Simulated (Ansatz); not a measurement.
Cost and result up the ladder for the cluster Rb3 (3 atoms). Charge 0, multiplicity 2. Geometry: B3LYP/def2-TZVP.

Cartesian coordinates in Å:
```
Rb 2.006 2.622 -1.439
Rb 0.312 0.101 1.862
Rb -2.318 -2.723 -0.423
```

Ansatz on 4 threads of Arm Neoverse V1 on a shared host. Times are rough, and most runs start from the orbitals of an earlier one. PBE0/def2-TZVP serves as the yardstick here, not as an exact answer. Binding counts from free atoms at the same level (Rb doublet; other spins of the atoms weren't run), without zero-point energy or a counterpoise term.

In the def2 sets Rb takes a core potential; there is no spin–orbit coupling. HSE06 is defined as in plane-wave codes, on full-range PBE exchange. Correlated methods freeze no core orbitals; core or outer-core shells of Rb are correlated, in sets that lack core-valence functions. The structure comes from a short search, and lower isomers may exist.

Correlated methods converge slowly with the basis.

| level | functions | binding energy per atom (eV) | difference from PBE0/def2-TZVP (eV) | remarks |
| --- | --- | --- | --- | --- |
| revPBE/def2-TZVP | 99 | 0.24 | 0.01 | – |
| r2SCAN/def2-TZVP | 99 | 0.20 | -0.03 | spin-contaminated (⟨S²⟩ 0.90) |
| PBE/def2-TZVP (with forces) | 99 | 0.26 | 0.03 | – |
| CCSD(T)/def2-TZVPP | 120 | 0.20 | -0.03 | spin-contaminated (⟨S²⟩ 1.12) |
| PBE0/def2-TZVP | 99 | 0.23 | 0.00 | – |
| HSE06/def2-TZVP | 99 | 0.24 | 0.01 | – |

(1) Estimate how long each takes.

Results:

(1) revPBE/def2-TZVP 2.5 s; PBE/def2-TZVP (with forces) 2.9 s; PBE0/def2-TZVP 2.9 s; HSE06/def2-TZVP 3.1 s; r2SCAN/def2-TZVP 11 s; CCSD(T)/def2-TZVPP 16 s. On shared hardware such times vary by a factor of up to 3.
